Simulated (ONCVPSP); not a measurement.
**An all-electron radial function and its pseudo partner (potassium (K))**

Columns: radius, all-electron u(r) and pseudo u(r) of the 3s shell (level -36.69 eV) of potassium in the configuration [Ne] 3s2 3p6 4s0.75; PBE, scalar-relativistic, ONCV scheme, ONCVPSP 4.0.1.

| r (bohr) | all-electron | pseudo |
| --- | --- | --- |
| 0.108 | -0.0058 | 0.1371 |
| 0.215 | -0.4532 | 0.2707 |
| 0.322 | -0.4440 | 0.3992 |
| 0.430 | -0.1643 | 0.5198 |
| 0.538 | 0.1843 | 0.6268 |
| 0.645 | 0.4921 | 0.7160 |
| 0.752 | 0.7247 | 0.7866 |
| 0.860 | 0.8785 | 0.8386 |
| 0.968 | 0.9597 | 0.8717 |
| 1.075 | 0.9835 | 0.8863 |
| 1.182 | 0.9663 | 0.8828 |
| 1.290 | 0.9207 | 0.8610 |
| 1.398 | 0.8577 | 0.8216 |
| 1.505 | 0.7862 | 0.7679 |
| 1.612 | 0.7113 | 0.7038 |
| 1.720 | 0.6362 | 0.6340 |
| 1.828 | 0.5642 | 0.5638 |
| 1.935 | 0.4976 | 0.4975 |
| 2.042 | 0.4364 | 0.4364 |
| 2.150 | 0.3805 | 0.3805 |
| 2.258 | 0.3305 | 0.3304 |
| 2.365 | 0.2865 | 0.2865 |
| 2.472 | 0.2477 | 0.2477 |
| 2.580 | 0.2133 | 0.2133 |
| 2.688 | 0.1834 | 0.1834 |
| 2.795 | 0.1576 | 0.1576 |

Question: How many radial nodes do the two functions have?

Answer: The all-electron 3s function has n − l − 1 = 2 (the table is too coarse to show those close to the nucleus); the pseudo-wave has 0, since the states of the same l below it are removed with the core.

Question: At about which radius was the pseudo-wave matched?

Answer: 2.15 bohr. The columns agree to 0.0005 from 1.83 bohr on; several derivatives are matched, so the curves merge somewhat inside the radius.

Question: Is the pseudo-wave norm-conserving?

Answer: Yes: the ONCV scheme keeps the norm inside the radius equal to the all-electron one, which fixes the energy derivative of the logarithmic derivative at the level.
